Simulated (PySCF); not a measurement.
Trends in electronic spectra. Method: TDDFT PBE0/def2-SVPD, vertical, gas phase, core orbitals frozen in the response in PySCF 2.14.0, density-fitted response routines. Geometries: GFN2-xTB; one conformer of each isolated species. Triplets are in the Tamm–Dancoff approximation. Ions are computed without counter-ions or solvent.

Question: Rank by computed HOMO–LUMO gap, lowest first.
A. `CO[SiH2]C(=O)O`
B. `C#CC/P=C/CC`
C. `CC(C)(C)C=S`
D. `C#C[P+](C)(C)CC`
E. `C1SCC1CC`
F. `CN1N=CN=C1C=O`

Answer: C (4.31 eV), B (5.49 eV), F (5.81 eV), E (6.30 eV), A (6.94 eV), D (8.25 eV).

```json
{"SMILES": "CC(C)(C)C=S", "gap (eV)": "4.31", "first f ≥ 0.01 (nm)": "212", "LUMO (eV)": "-2.09", "T1 (eV)": "1.97", "α (au)": "82.4", "S1 (eV)": "2.49", "S1 mainly": "H→L (100%)"}
{"SMILES": "C#CC/P=C/CC", "gap (eV)": "5.49", "first f ≥ 0.01 (nm)": "245", "LUMO (eV)": "-1.46", "T1 (eV)": "2.71", "α (au)": "97.6", "S1 (eV)": "4.46", "S1 mainly": "H-1→L (65%)"}
{"SMILES": "Cn1ncnc1C=O", "gap (eV)": "5.81", "first f ≥ 0.01 (nm)": "240", "LUMO (eV)": "-2.33", "T1 (eV)": "3.19", "α (au)": "70.0", "S1 (eV)": "3.77", "S1 mainly": "H-1→L (98%)"}
{"SMILES": "CCC1CSC1", "gap (eV)": "6.30", "first f ≥ 0.01 (nm)": "212", "LUMO (eV)": "0.07", "T1 (eV)": "4.13", "α (au)": "78.2", "S1 (eV)": "4.62", "S1 mainly": "H→L (96%)"}
{"SMILES": "CO[SiH2]C(=O)O", "gap (eV)": "6.94", "first f ≥ 0.01 (nm)": "177", "LUMO (eV)": "-0.82", "T1 (eV)": "4.27", "α (au)": "61.8", "S1 (eV)": "4.96", "S1 mainly": "H→L (92%)"}
{"SMILES": "C#C[P+](C)(C)CC", "gap (eV)": "8.25", "first f ≥ 0.01 (nm)": "152", "LUMO (eV)": "-4.88", "T1 (eV)": "4.90", "α (au)": "86.6", "S1 (eV)": "6.11", "S1 mainly": "H→L (43%)"}
```

H and L stand for HOMO and LUMO.

- `CC(C)(C)C=S`: S1 has the pattern of n→π* at C=S.
- `C#CC/P=C/CC`: Löwdin shares by element: HOMO carbon 47% or more, phosphorus 33% (atoms not listed hold the other 20%); LUMO phosphorus 43%, carbon 41% or more (atoms not listed hold the other 16%).
- `Cn1ncnc1C=O`: Löwdin shares by element: HOMO carbon 39% or more, nitrogen 38% or more (atoms not listed hold the other 23%); LUMO carbon 37% or more, oxygen 25%, nitrogen 11% or more (atoms not listed hold the other 28%).
- `CCC1CSC1`: Löwdin shares by element: HOMO sulfur 70%, carbon 20% or more; LUMO sulfur 57%, carbon 21% or more (atoms not listed hold the other 22%).
- `CO[SiH2]C(=O)O`: Löwdin shares by element: HOMO oxygen 55% or more, carbon 13% or more, silicon 11% (atoms not listed hold the other 21%); LUMO oxygen 39% or more, carbon 37% or more, silicon 14%.
- `C#C[P+](C)(C)CC`: Löwdin shares by element: HOMO (one of a set within 0.03 eV) carbon 84% or more, phosphorus 6%; LUMO carbon 64% or more, phosphorus 17% (atoms not listed hold the other 19%).
